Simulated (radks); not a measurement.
Q: The mean radii <r> (bohr) of the occupied orbitals of an atom or ion are listed with their occupations. Method: Dirac Kohn-Sham, PBEsol, spin-unpolarised, spherical densities, point nucleus; computed with a radial shooting solver on a logarithmic mesh with Libxc functionals.

| orbital | occ. | <r> |
|---|---|---|
| 1s1/2 | 2 | 0.02458 |
| 2s1/2 | 2 | 0.1048 |
| 2p1/2 | 2 | 0.08796 |
| 2p3/2 | 4 | 0.09417 |
| 3s1/2 | 2 | 0.2784 |
| 3p1/2 | 2 | 0.2682 |
| 3p3/2 | 4 | 0.2803 |
| 3d3/2 | 4 | 0.2514 |
| 3d5/2 | 6 | 0.2552 |
| 4s1/2 | 2 | 0.6374 |
| 4p1/2 | 2 | 0.6562 |
| 4p3/2 | 4 | 0.6835 |
| 4d3/2 | 4 | 0.7388 |
| 4d5/2 | 6 | 0.7485 |
| 5s1/2 | 2 | 1.502 |
| 5p1/2 | 2 | 1.665 |
| 5p3/2 | 4 | 1.737 |
| 4f5/2 | 1 | 1.055 |

Name the element and its charge. Open shells, if any, fill j = l - 1/2 first.

A: Z = 58, cerium, charge +3: Ce3+ in [Xe] 4f1. The 1s radius gives Z: for a bare nucleus <r> = (2 gamma + 1)/(2Z) with gamma = sqrt(1 - (Z/c)^2), 0.02424 bohr for Z = 58, and screening makes it slightly larger (0.02458 here). The occupations add up to 55, and the charge is Z minus that.
